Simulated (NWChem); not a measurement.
Species: tert-butyl chloride (C4H9Cl); SMILES CC(C)(C)Cl

All runs: NWChem. Medium grid unless said otherwise, to which SCAN and Minnesota functionals are sensitive. All runs use the structure optimised with PBE0/def2-SVP. Hybrids' shares of exact exchange are those that their runs print; pure functionals count as 0. The functionals differ in more than this share.

```
row              share of exact exchange  highest occupied level (eV)
---------------  -----------------------  ---------------------------
PBE/def2-SVP                        0.00                        -6.55
BLYP/def2-SVP                       0.00                        -6.35
TPSSh/def2-SVP                      0.10                     withheld
B3LYP/def2-SVP                      0.20                        -7.69
MPW1K/def2-SVP                      0.43                        -9.10
M05-2X/def2-SVP                     0.56                        -9.43
```

Problem. Fit a straight line of the last column on the one before it, predict the withheld value, and compare with the run.

Solution. 
1. Means of the 5 shown rows: x = 0.238, y = -7.824. Slope Σ(x − x̄)(y − ȳ)/Σ(x − x̄)² = -1.421/0.2553 = -5.567; intercept -6.499.
2. The shown rows scatter about the line by 0.147 (root mean square); the largest residual is -0.21, at MPW1K/def2-SVP.
3. At x = 0.10 (TPSSh/def2-SVP; inside the shown range) the line gives -7.06.
4. The run gives -7.29, -0.23 from the line, 1.6 times the scatter.
